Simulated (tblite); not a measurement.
C₅H₁₁NO₂Si.
Structure used (GFN2-xTB), in Å, numbered top down from 1:
```xyz
20
C5H11NO2Si angstrom
C      2.8449    0.3360   -0.7730
N      1.6589   -0.4918   -0.7819
Si     0.4472   -0.3758    0.4321
C     -0.3922    1.3306    0.2951
C     -1.7954    1.1163   -0.2703
O     -2.5598    0.2051    0.4987
C     -2.1800   -1.0802    0.6305
O     -2.8137   -1.7951    1.3615
C     -0.9652   -1.5225   -0.1176
H      2.5827    1.3194   -0.3927
H      3.2321    0.4420   -1.7873
H      3.6346   -0.0754   -0.1381
H      1.8620   -1.4079   -1.1555
H      0.8286   -0.6518    1.8266
H     -0.4801    1.8128    1.2673
H      0.1392    2.0170   -0.3613
H     -1.7356    0.7746   -1.3104
H     -2.3778    2.0417   -0.2448
H     -0.8023   -2.5745    0.0977
H     -1.1333   -1.4099   -1.1882
```

All values are computed: GFN2-xTB (tblite) harmonic vibrations without scaling, gas phase. The method is semi-empirical: single wavenumbers can be off by several per cent or more. Modes of hydrogen on silicon can be 10 to 20 % off. One conformer, not necessarily the lowest.

Harmonic wavenumbers (cm⁻¹): 55.0, 97.4, 103.1, 138.6, 157.6, 203.8, 289.4, 295.0, 326.3, 416.9, 470.7, 544.6, 560.8, 615.1, 649.8, 663.1, 688.7, 785.0, 789.6, 803.5, 837.1, 854.7, 980.7, 990.7, 1051.6, 1061.0, 1093.1, 1108.0, 1141.2, 1155.1, 1161.0, 1198.4, 1230.0, 1289.4, 1331.4, 1354.1, 1420.0, 1442.4, 1460.9, 1482.4, 1488.7, 1499.5, 1761.6, 2199.0, 2910.2, 2936.4, 2960.8, 2982.7, 2986.9, 3005.9, 3013.5, 3040.1, 3043.7, 3429.5.

A = 2839, B = 888.8, C = 742.8 MHz; mass 145.056 u (most abundant isotopes); point group C1, symmetry number 1.

Problem. What is the zero-point energy?

Solution. ½Σν̃ = 34778 cm⁻¹ = 99.44 kcal/mol.

Problem. Entropy at 298.15 K, 1 bar (ideal gas, RRHO, classical rotation)?

Solution. Translation 40.85, rotation 29.53, vibration 29.26: S = 99.6 cal/(mol K).

Problem. And Cp and H(298.15 K) − H(0)?

Solution. Cp = 40.35 cal/(mol K), of which vibrations give 32.41 (their classical limit is 54 R = 107.3); H(298.15 K) − H(0) = 7.11 kcal/mol without the zero-point energy, 4.74 from vibrations.

Problem. Which modes carry the vibrational entropy at 298.15 K?

Solution. 55.0 cm⁻¹: 4.63; 97.4 cm⁻¹: 3.51; 103.1 cm⁻¹: 3.39; 138.6 cm⁻¹: 2.82; 157.6 cm⁻¹: 2.58; 203.8 cm⁻¹: 2.10 cal/(mol K); the other 48 give 10.23 together.

Problem. How do the functions run with temperature in this model?

Solution. 
```csv
T (K),S (cal/(mol K)),Cp (cal/(mol K)),H − H(0) (kcal/mol),G − H(0) (kcal/mol),ln q(vib)
150,78.3,24.0,2.36,-9.38,2.78
250,93.0,34.9,5.30,-17.96,5.43
400,113.1,51.3,11.79,-33.44,9.47
600,137.2,67.8,23.81,-58.51,14.86
900,167.9,83.5,46.71,-104.44,22.56
```

q(vib) and H(0) count from the zero-point level.

Problem. What must be added to the electronic energy to get the Gibbs energy at 298.15 K and 1 bar?

Solution. ZPE + [H(298.15 K) − H(0)] − T·S = 99.44 + 7.11 − 29.71 = 76.84 kcal/mol.

Hindered rotation and anharmonicity are outside this model. Other conformers, if any are populated, would add a mixing term that is left out. The structure is chiral; the term R ln 2 for an equal mix with its mirror image is left out.

Hardware: an Arm Neoverse V2 with one thread (shared host). Cost: 0.72 s of wall time. This covers the Hessian and the dipole derivatives.
